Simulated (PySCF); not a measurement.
He⁺: ionisation energy

He⁺ 1s1 (2S) → He²⁺ (bare nucleus), as a difference of total energies. All numbers are calculated (PySCF 2.14, the non-relativistic Hamiltonian (point nucleus), in aug-cc-pVTZ with one added diffuse shell each of s, p, d type (5s4p3d, 32 functions)). The calculations carry no spin-orbit coupling.

```tsv
method	ionisation energy (eV)	difference from reference (eV)
UHF	54.393	-0.025
LDA	52.818	-1.600
PBE	54.235	-0.183
PBE0	54.313	-0.105
r2SCAN	54.405	-0.013
TPSSh	54.399	-0.019
CAM-B3LYP	54.130	-0.288
BP86	54.207	-0.211
MN15	54.551	+0.133
```

Reference: 54.418 eV (theoretical estimate listed by NIST; NIST Atomic Spectra Database, ionization energies).
